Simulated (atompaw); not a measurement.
What one change does to a pseudopotential (platinum, PAW (atompaw))

* Element: platinum (Pt)
* Generator: atompaw 4.2.0.5
* Type: PAW
* Functional: LDA (PW92)
* Relativity: scalar-relativistic
* Frozen core: [Kr] 4d10 4f14
* Valence charge: 18
* Reference configuration: 5s2 5p6 5d9 6s0.75 6p0.25
* Partial waves: 5s (bound): rc 1.75 bohr; 6s (bound): rc 1.40 bohr; 5p (bound): rc 1.65 bohr; 6p (bound): rc 1.60 bohr; 5d (bound): rc 2.45 bohr; 5d channel at 0.1 Ry: rc 2.45 bohr
* Local potential: troulliermartins scheme with l = 3 at 0 Ry, radius 2.15 bohr
* Core correction: smooth core density matched at 2.10 bohr
* Augmentation charge: sinc compensation charge, radius 2.35 bohr; PAW radius 2.45 bohr; waves and projectors: custom polynom2 7 10 vanderbiltortho

All-electron outer shells of the reference configuration (LDA (PW92), scalar-relativistic, ld1.x):

```json
{"shell": "4d", "level (eV)": "-307.32", "outermost node (bohr)": "0.20", "outermost maximum (bohr)": "0.42"}
{"shell": "5s", "level (eV)": "-102.75", "outermost node (bohr)": "0.49", "outermost maximum (bohr)": "0.87"}
{"shell": "4f", "level (eV)": "-71.04", "outermost node (bohr)": "–", "outermost maximum (bohr)": "0.38"}
{"shell": "5p", "level (eV)": "-56.84", "outermost node (bohr)": "0.53", "outermost maximum (bohr)": "0.98"}
{"shell": "5d", "level (eV)": "-6.90", "outermost node (bohr)": "0.57", "outermost maximum (bohr)": "1.26"}
{"shell": "6s", "level (eV)": "-6.37", "outermost node (bohr)": "1.14", "outermost maximum (bohr)": "2.35"}
{"shell": "6p", "level (eV)": "-1.30", "outermost node (bohr)": "1.36", "outermost maximum (bohr)": "3.55"}
```

Change: waves 5s (bound); 6s (bound); 5p (bound); 6p (bound); 5d (bound); 5d channel at 0.1 Ry; augmentation sinc compensation charge, radius 2.35 bohr; PAW radius 2.45 bohr; waves and projectors: bloechl.

Cutoffs: the cutoffs (Ry, on a coarse ladder) from which the occupation-weighted sum of valence levels, in a spherical-Bessel basis at the reference potential, stays within 10 and 1 mRy of its value at 400 Ry; they do not see the model core or the augmentation charge, which bear on the density cutoff.

Question: What does the change do?

Answer: The potential gets softer (40 Ry and 140 Ry → 40 Ry and 60 Ry); the range in which the s phases agree narrows (upper end at the end of the scan → 3.6); the range in which the p phases agree widens (upper end 3.6 → at the end of the scan); neither file shows a bound ghost.

```csv
quantity,base,changed
"cutoff, loose",40 Ry,40 Ry
"cutoff, tight",140 Ry,60 Ry
loose cutoff by channel (10 mRy a level),"s 18 Ry, p 21 Ry, d 18 Ry","s 21 Ry, p 30 Ry, d 30 Ry"
bound ghosts,none,none
s: phases at 2.45 bohr within 0.05 rad from the reference energy up to (Ry; the scan ends near 5),to the end of the scan,3.6
p: phases at 2.45 bohr within 0.05 rad from the reference energy up to (Ry; the scan ends near 5),3.6,to the end of the scan
d: phases at 2.45 bohr within 0.05 rad from the reference energy up to (Ry; the scan ends near 5),2.7,to the end of the scan
lowest overlap eigenvalue by channel,"s 0.50, p 0.98, d 0.93","s 0.55, p 0.81, d 1.00"
```

 The cutoffs see the waves, projectors and local potential, not the compensation charge or the core.
